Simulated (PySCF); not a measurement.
## [Gd(BH4)2]+: from a saddle point downhill

PySCF 2.14.0, RKS B3LYP, Gd lcecp-1-SVP with ECP53, B def2-SVP, H def2-SVP; non-relativistic Hamiltonian with scalar-relativistic core potentials where named; density fitting; no spin-orbit coupling. Relaxed within the symmetry of its start, the geometry (D3d) is

```xyz
11

Gd    0.0000    0.0000    0.0000
B     0.0000    0.0000    2.4580
H     0.0000    0.0000    3.6527
H     0.9972    0.5757    1.9255
H    -0.9972    0.5757    1.9255
H     0.0000   -1.1514    1.9255
B     0.0000    0.0000   -2.4580
H     0.0000    0.0000   -3.6527
H     0.9972   -0.5757   -1.9255
H    -0.9972   -0.5757   -1.9255
H     0.0000    1.1514   -1.9255
```

and its lowest harmonic modes are -180, -80, -80, 529, 535, 578 cm⁻¹ (negative: unstable). It was moved along the lowest mode and relaxed again, within the group D3 that the move left.

Task: Where does it end, and how much lower?

Result: In D3h, 0.040 eV lower, after 12 steps:
```xyz
11

Gd    0.0000    0.0000    0.0000
B     0.0000    0.0000    2.4558
H     0.0000    0.0000    3.6503
H     1.1521    0.0021    1.9203
H    -0.5779    0.9967    1.9203
H    -0.5742   -0.9988    1.9203
B     0.0000    0.0000   -2.4558
H     0.0000    0.0000   -3.6503
H     1.1521   -0.0021   -1.9203
H    -0.5779   -0.9967   -1.9203
H    -0.5742    0.9988   -1.9203
```

Task: How do the contacts change?

Result: 
| contact | saddle (Å) | end (Å) |
| --- | --- | --- |
| Gd1–H6 (BH4) | 2.244 | 2.239 |
| Gd1–H11 (BH4) | 2.244 | 2.239 |
| Gd1–H5 (BH4) | 2.244 | 2.239 |
| Gd1–H10 (BH4) | 2.244 | 2.239 |


Task: Is the end a minimum?

Result: No, 2 of the modes stay unstable (below −25 cm⁻¹); lowest modes -76, -76, 154, 529, 537, 611 cm⁻¹.

An lcecp potential fixes the number of 4f electrons, so in runs with it no electron can move into or out of that shell.

State: singlet in the valence, with the 4f electrons in the core potential.
